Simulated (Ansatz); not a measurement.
Total energies of `[CH3][In]([F])[TeH]`.

```json
{"atom": "C1", "x (Å)": "1.506", "y (Å)": "-0.187", "z (Å)": "0.667"}
{"atom": "In2", "x (Å)": "-0.431", "y (Å)": "0.149", "z (Å)": "-0.160"}
{"atom": "F3", "x (Å)": "-1.098", "y (Å)": "1.981", "z (Å)": "0.072"}
{"atom": "Te4", "x (Å)": "-2.257", "y (Å)": "-1.301", "z (Å)": "-1.474"}
{"atom": "H5", "x (Å)": "1.806", "y (Å)": "-1.227", "z (Å)": "0.549"}
{"atom": "H6", "x (Å)": "2.217", "y (Å)": "0.464", "z (Å)": "0.157"}
{"atom": "H7", "x (Å)": "1.480", "y (Å)": "0.076", "z (Å)": "1.724"}
{"atom": "H8", "x (Å)": "-3.222", "y (Å)": "0.044", "z (Å)": "-1.535"}
```

Charge 0, multiplicity 1. Correlated methods include outer-core shells of In, Te, which these sets cover unevenly. In, Te: def2 effective core potential. All single points use the PBE0-D4/def2-TZVP geometry. Basis def2-TZVPP, Ansatz 0.2.0.

RPA on PBE orbitals: Hartree–Fock energy of these orbitals -595.91544 Eh, correlation -1.67942 Eh (frozen core).

```csv
functional,energy without D4 (Eh),D4 term (kJ/mol)
LDA (SPW92),-596.91726,–
PBE,-598.48939,-15.7
BLYP,-598.52016,-32.5
B97M-V,-598.60156,–
PBE0,-598.51203,-13.5
B3LYP,-598.80930,-25.6
r2SCANh,-598.72571,-4.1
BHLYP,-598.44540,-25.0
CAM-B3LYP,-598.57498,-14.3
LC-ωPBE,-598.63354,–
ωB97X-V,-598.56438,–
ωB97M-V,-598.51302,–
B2PLYP,-598.16577,–
PBE-QIDH,-598.12811,–
```

Question: Give the same for revPBE, r2SCAN, r2SCAN0, HSE06 (plane-wave form). (An estimate is asked.)

Answer: The calculation gave: 
| functional | energy without D4 (Eh) | D4 term (kJ/mol) |
| --- | --- | --- |
| revPBE | -598.69667 | -37.3 |
| r2SCAN | -598.75860 | -3.7 |
| r2SCAN0 | -598.67797 | -4.6 |
| HSE06 (plane-wave form) | -598.50233 | -13.0 |

B3LYP takes the VWN-RPA correlation (the form of Gaussian; ORCA's B3LYP/G). HSE06 is the plane-wave form, built on full-range PBE exchange. The double hybrids freeze the cores in their second-order part.

LC-ωPBE has ω = 0.4 bohr⁻¹.
